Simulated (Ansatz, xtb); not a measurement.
# Two isomers of C6H7Cl

Structure I: `Cl[C@@]12CC=C[C@@H]1C2`, a singlet. Structure II: `CC1=CC/C1=C/Cl`, a singlet. Both are isolated molecules in the gas phase, relaxed with B3LYP/def2-SVP; the shapes shown needn't be the lowest conformers.

I (Å):

```yaml
atoms:
  - { symbol: C, position_ang: [-0.4355, -0.2876, -0.4616] }
  - { symbol: C, position_ang: [-0.0102, -1.5228, 0.3348] }
  - { symbol: C, position_ang: [-1.3083, -2.2803, 0.5211] }
  - { symbol: C, position_ang: [-2.3629, -1.6072, 0.0348] }
  - { symbol: C, position_ang: [-1.9448, -0.3287, -0.6168] }
  - { symbol: C, position_ang: [-1.0268, -0.4672, -1.8257] }
  - { symbol: Cl, position_ang: [0.4313, 1.2252, -0.1040] }
  - { symbol: H, position_ang: [0.4258, -1.2248, 1.3045] }
  - { symbol: H, position_ang: [0.7615, -2.1108, -0.1924] }
  - { symbol: H, position_ang: [-1.3530, -3.2603, 1.0023] }
  - { symbol: H, position_ang: [-3.4015, -1.9439, 0.0754] }
  - { symbol: H, position_ang: [-2.5557, 0.5745, -0.5319] }
  - { symbol: H, position_ang: [-0.9627, 0.3949, -2.4946] }
  - { symbol: H, position_ang: [-0.9447, -1.4449, -2.3129] }
```

II (Å):

```
atom    x (Å)    y (Å)    z (Å)
   C  -1.2681  -2.1438  -2.0030
   C  -1.3863  -1.5172  -0.6561
   C  -2.1769  -1.7113   0.4309
   C  -1.5303  -0.6037   1.2548
   C  -0.6546  -0.4172   0.0019
   C   0.3417   0.4258  -0.2818
  Cl   1.1902   0.4319  -1.8112
   H  -2.0060  -2.9501  -2.1309
   H  -1.4205  -1.3975  -2.7997
   H  -0.2598  -2.5622  -2.1557
   H  -2.9892  -2.4088   0.6489
   H  -0.9878  -0.9229   2.1619
   H  -2.1748   0.2563   1.5076
   H   0.7038   1.1793   0.4200
```

Quicker runs give these differences E(II) − E(I): GFN2-xTB +0.888 eV; HF/STO-3G +1.215 eV (at GFN2-xTB geometries); r2SCAN-D4/def2-SVP +0.604 eV (at GFN2-xTB geometries).

Task: Estimate E(II) − E(I) at the level CCSD(T)/def2-SVP + ΔMP2/def2-TZVPP.

Result: Calculated at CCSD(T)/def2-SVP + ΔMP2/def2-TZVPP: E(II) − E(I) = +0.563 eV, so structure I lies lower.

The same difference at several levels:

```json
{"level": "GFN2-xTB", "geometry": "GFN2-xTB", "E(II) − E(I) (eV)": "+0.888", "departure from the last row (eV)": "+0.325", "job, with rough time for the two": "optimisation, 0.13 s"}
{"level": "HF/STO-3G", "geometry": "GFN2-xTB", "E(II) − E(I) (eV)": "+1.215", "departure from the last row (eV)": "+0.652", "job, with rough time for the two": "single point, 0.4 s"}
{"level": "r2SCAN-D4/def2-SVP", "geometry": "GFN2-xTB", "E(II) − E(I) (eV)": "+0.604", "departure from the last row (eV)": "+0.042", "job, with rough time for the two": "single point, 4 s"}
{"level": "B3LYP/def2-SVP", "geometry": "B3LYP/def2-SVP", "E(II) − E(I) (eV)": "+0.415", "departure from the last row (eV)": "−0.148", "job, with rough time for the two": "optimisation, 29 s"}
{"level": "HF/def2-SVP", "geometry": "B3LYP/def2-SVP", "E(II) − E(I) (eV)": "+0.534", "departure from the last row (eV)": "−0.029", "job, with rough time for the two": "part of the CCSD(T) run"}
{"level": "MP2/def2-SVP", "geometry": "B3LYP/def2-SVP", "E(II) − E(I) (eV)": "+0.757", "departure from the last row (eV)": "+0.195", "job, with rough time for the two": "part of the CCSD(T) run"}
{"level": "CCSD(T)/def2-SVP", "geometry": "B3LYP/def2-SVP", "E(II) − E(I) (eV)": "+0.633", "departure from the last row (eV)": "+0.071", "job, with rough time for the two": "single point"}
{"level": "CCSD(T)/def2-SVP + ΔMP2/def2-TZVPP", "geometry": "B3LYP/def2-SVP", "E(II) − E(I) (eV)": "+0.563", "departure from the last row (eV)": "", "job, with rough time for the two": "single point, 69 s"}
```

As drawn, II has 1 C=C in place of 2 C–C. Structure I has a 3-membered ring and a 5-membered ring, II a 4-membered ring.

The levels shown agree on the order. The largest departure from CCSD(T)/def2-SVP + ΔMP2/def2-TZVPP is that of HF/STO-3G, 0.652 eV. The last row adds to CCSD(T) the change of the MP2 difference between the two basis sets, here −0.071 eV.

With thermal terms from frequencies at re-optimised GFN2-xTB minima (ideal gas, soft modes damped towards free rotors, one conformer each, 298.15 K, 1 atm): on the last row, ΔE + ΔZPE = +0.492, ΔH = +0.534, ΔG = +0.430 eV.

The correlated steps freeze 11 core orbitals. Mirror images aren't counted in ΔG. Run with Ansatz 0.2.0, xtb 6.7.1; the last row on 4 threads of Arm Neoverse V1 on a shared host.
